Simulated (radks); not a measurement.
Problem. Pb3+, 79 electrons, occupied as [Xe] 4f14 5d10 6s1 (the NIST ground configuration). Calculated with a radial shooting solver on a logarithmic mesh with Libxc functionals: Dirac Kohn-Sham, BLYP, spin-unpolarised, spherical densities, finite nucleus; Fermi nuclear charge, rms radius 5.5012 fm. Some entries of the table are withheld. Estimate them.

orbital,occ.,eigenvalue (eV),r(max) (bohr),<r^2> (bohr^2)
1s1/2,2,-87954.36,0.009845,0.0003575
2s1/2,2,-15742.91,0.05739,0.005366
2p1/2,2,-15127.15,0.04198,0.003774
2p3/2,4,-12937.26,0.04969,0.004956
3s1/2,2,-3800.240,0.1615,0.03477
3p1/2,2,-3520.640,0.1504,0.03158
3p3/2,4,-3032.075,0.1660,0.03792
3d3/2,4,-2569.602,0.1289,(1)
3d5/2,6,-2465.612,0.1331,(2)
4s1/2,2,-882.1426,0.3628,0.1668
4p1/2,2,-760.8350,(3),0.1691
4p3/2,4,-641.2029,(4),0.2004
4d3/2,4,(5),0.3831,0.2083
4d5/2,6,(6),0.3927,0.2191
5s1/2,2,-172.1825,0.7897,0.8173
4f5/2,6,-163.8506,0.3475,0.2434
4f7/2,8,-158.8175,0.3520,0.2503
5p1/2,2,-130.7028,0.8278,0.9376
5p3/2,4,-108.2622,0.9049,1.135
5d3/2,4,-50.8125,1.052,1.817
5d5/2,6,-48.1470,1.084,1.944
6s1/2,1,-37.5502,1.886,4.947
6p1/2,0,-28.3010,2.155,6.630
6p3/2,0,-25.5786,2.373,7.882
6d3/2,0,-15.0272,3.342,15.30
6d5/2,0,-14.7378,3.417,15.91

Solution. 
(1) 3d3/2 <r^2> (bohr^2): 0.02892
(2) 3d5/2 <r^2> (bohr^2): 0.03064
(3) 4p1/2 r(max) (bohr): 0.3603
(4) 4p3/2 r(max) (bohr): 0.3919
(5) 4d3/2 eigenvalue (eV): -442.9038
(6) 4d5/2 eigenvalue (eV): -420.5747
